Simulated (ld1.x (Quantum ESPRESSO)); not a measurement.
# What one change does to a pseudopotential (Be, TM)

| Quantity | Value |
| --- | --- |
| Element | Be (Z = 4) |
| Generator | ld1.x (Quantum ESPRESSO) 7.5 |
| Type | norm-conserving Troullier–Martins (Kleinman–Bylander form) |
| Functional | PBE |
| Relativity | scalar-relativistic |
| Frozen core | [He] |
| Valence charge | 2 |
| Reference configuration | 2s1.75 2p0 (charge +0.25) |
| Partial waves | 2p (bound, empty): rc 3.65 bohr; 3d channel at 0.2 Ry: rc 3.05 bohr; 2s (bound): rc 2.20 bohr |
| Local potential | the s channel |
| Core correction | none |

All-electron outer shells of the reference configuration (PBE, scalar-relativistic, ld1.x):

```json
{"shell": "1s", "level (eV)": "-108.80", "outermost node (bohr)": "–", "outermost maximum (bohr)": "0.27"}
{"shell": "2s", "level (eV)": "-7.50", "outermost node (bohr)": "0.59", "outermost maximum (bohr)": "1.99"}
{"shell": "2p", "level (eV)": "-3.78", "outermost node (bohr)": "–", "outermost maximum (bohr)": "2.17"}
```

Change: all radii scaled by about 0.74 (s 1.64, p 2.70, d 2.26 bohr).

Cutoffs: the cutoffs (Ry, on a coarse ladder) from which the occupation-weighted sum of valence levels, in a spherical-Bessel basis at the reference potential, stays within 10 and 1 mRy of its value at 400 Ry; they do not see the model core or the augmentation charge, which bear on the density cutoff. Errors are all-electron minus pseudo energies relative to the spin-unpolarised reference configuration.

Task: Predict the effect on cutoff, ghosts and configuration errors.

Result: The potential gets harder (8 Ry and 18 Ry → 10 Ry and 25 Ry); of the 6 tests that both files solve, the error grows in 1 and shrinks in 2 by more than 15 % and 0.3 meV (median size 3.7 → 1.8 meV); neither file shows a bound ghost. A smaller radius makes the pseudo-wave follow the all-electron one further in, where it bends more sharply, so more plane waves are needed.

| quantity | base | changed |
| --- | --- | --- |
| cutoff, loose | 8 Ry | 10 Ry |
| cutoff, tight | 18 Ry | 25 Ry |
| bound ghosts | none | none |
| error for 2s2 2p0, meV [ΔE -1.64 eV] | +0.3 | +0.3 |
| error for 2s1 2p0, meV [ΔE 7.91 eV] | +6.6 | +7.4 |
| error for 2s1.5 2p0, meV [ΔE 2.12 eV] | +0.4 | +0.4 |
| error for 2s0 2p2, meV [ΔE 5.61 eV] | -18 | +0.2 |
| error for 2s0 2p1, meV [ΔE 11.82 eV] | -87 | -30 |
| error for 2s1 2p1, meV [ΔE 1.98 eV] | -0.7 | +3.1 |
